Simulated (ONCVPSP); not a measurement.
Configuration tests for Cl (Z = 17) (ONCV)

* Element: Cl
* Generator: ONCVPSP 4.0.1
* Type: optimised norm-conserving Vanderbilt (ONCV)
* Functional: Wu-Cohen
* Relativity: scalar-relativistic
* Frozen core: [Ne]
* Valence charge: 7
* Reference configuration: 3s1.5 3p5.5
* Partial waves: 3s: rc 1.30 bohr, ncon 3, nbas 7, qcut 5.5 1/bohr, 2 projectors, debl 2.2 Ha; 3p: rc 1.25 bohr, ncon 5, nbas 9, qcut 7.2 1/bohr, 1 projector; d scattering state at 0.1 Ha: rc 1.10 bohr, ncon 4, nbas 8, qcut 8.3 1/bohr, 2 projectors, debl 1.3 Ha
* Local potential: polynomial inside 0.85 bohr (lpopt 5, dvloc0 1 Ha)
* Core correction: none

Energies are relative to the spin-unpolarised reference configuration 3s1.5 3p5.5; without spin polarisation the order of configurations can differ from experiment.

```csv
valence configuration,charge,ΔE all-electron (eV),error AE − PS (meV)
3s2 3p5,0,-6.046,-0.4
3s2 3p4,+1,7.806,+1.7
3s2 3p3,+2,33.237,+22
```

(1) What are ΔE and the potential's error for 3s2 3p1?

## Answers

(1) ΔE = 123.809 eV all-electron; the error (AE − PS) is +216 meV.
